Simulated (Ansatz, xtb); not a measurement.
Relative energy of two structures of CH5Sn2+

Structure X: a singlet given by its coordinates. Structure Y: a singlet given by its coordinates. Both are isolated ions in the gas phase, relaxed with r2SCAN-D4/def2-SVP.

X (Å):

```xyz
8

C     0.8174   -1.5887   -0.5092
Sn    0.7181    0.5119   -0.9605
Sn    0.3584    1.8293   -3.3982
H    -0.1725   -1.8951   -0.1393
H     1.1071   -2.1709   -1.3924
H     1.5620   -1.7142    0.2915
H     0.0733    1.3794    0.3820
H    -0.8857    0.8088   -2.3385
```

Close contacts (Å): C1–Sn2 2.15, Sn2–Sn3 2.79, C1–H4 1.10, C1–H5 1.10, C1–H6 1.10, Sn2–H7 1.72, Sn2–H8 2.14, Sn3–H8 1.93.

Y (Å):

| atom | x (Å) | y (Å) | z (Å) |
| --- | --- | --- | --- |
| C | -0.1428 | 0.3878 | 0.9086 |
| Sn | 1.9637 | 1.3396 | 1.7315 |
| Sn | -1.9483 | -0.8812 | -0.1644 |
| H | -0.6786 | -1.8569 | -0.9321 |
| H | 0.2171 | 0.6191 | -0.1051 |
| H | -0.7955 | 1.0737 | 1.4515 |
| H | 2.7920 | 0.1113 | 0.7523 |
| H | 0.1834 | -0.5652 | 1.3513 |

Close contacts (Å): C1–Sn2 2.45, C1–Sn3 2.45, C1–H5 1.10, C1–H6 1.09, C1–H8 1.10, Sn2–H7 1.78, Sn3–H4 1.78.

Estimate E(Y) − E(X) at the level CCSD(T)/def2-TZVP.

Calculated at CCSD(T)/def2-TZVP: E(Y) − E(X) = +0.729 eV, so structure X lies lower.

How the difference moves with the method:

```json
{"level": "r2SCAN-D4/def2-SVP", "geometry": "r2SCAN-D4/def2-SVP", "E(Y) − E(X) (eV)": "+0.725", "departure from the last row (eV)": "−0.004", "job, with rough time for the two": "optimisation, 18 s"}
{"level": "HF/def2-TZVP", "geometry": "r2SCAN-D4/def2-SVP", "E(Y) − E(X) (eV)": "+0.655", "departure from the last row (eV)": "−0.074", "job, with rough time for the two": "part of the CCSD(T) run"}
{"level": "MP2/def2-TZVP", "geometry": "r2SCAN-D4/def2-SVP", "E(Y) − E(X) (eV)": "+0.682", "departure from the last row (eV)": "−0.047", "job, with rough time for the two": "part of the CCSD(T) run"}
{"level": "CCSD(T)/def2-TZVP", "geometry": "r2SCAN-D4/def2-SVP", "E(Y) − E(X) (eV)": "+0.729", "departure from the last row (eV)": "", "job, with rough time for the two": "single point, 43 s"}
```

The levels shown agree on the order. The largest departure from CCSD(T)/def2-TZVP is that of HF/def2-TZVP, 0.074 eV. Levels run at GFN2-xTB geometries aren't shown.

With harmonic frequencies from r2SCAN-D4/def2-SVP (ideal gas, rigid rotor, one conformer each, 600 K, 1 atm): the zero-point term adds −0.050 eV; ΔH is +0.716 and ΔG +0.634 eV.

The correlated steps freeze 9 core orbitals; the filled d shell of Sn is correlated, in a basis made for valence electrons. Atoms past krypton carry core potentials in the def2 sets and no spin–orbit term is included. Mirror images aren't counted in ΔG. Programs: Ansatz 0.2.0; the last row on 2 threads of Intel(R) Xeon(R) 6975P-C (Granite Rapids) on a shared host.
